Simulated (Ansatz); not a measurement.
Ansatz (a program for electronic structure) input:
A basis named .json is the Basis Set Exchange file of that set.

Ansatz 0.2 input:
```yaml
crystal:
  periodic: [false, false, false]
  atoms:
    - {symbol: S, position_ang: [-1.25753170, -0.39590933, -0.07971616]}
    - {symbol: S, position_ang: [0.73035807, -0.20710780, 0.18359427]}
    - {symbol: O, position_ang: [1.23376538, 1.09580058, -0.14400845]}
    - {symbol: H, position_ang: [-1.43534504, 0.88186946, -0.50998220]}
basis:
  gaussian:
    orbitals: cc-pV_Q+d_Z.json
total_charge: 1
magnetization: {spin_polarized: false}
correlation: {method: ccsd_t, electrons: outside_noble_gas}
```

Q: What final total energy does it print?

A: -870.91322 Eh (CCSD(T)/cc-pV(Q+d)Z). The basis has 213 functions. The run takes about 40 core-seconds (a rough figure).

It need not be the lowest isomer of its formula.
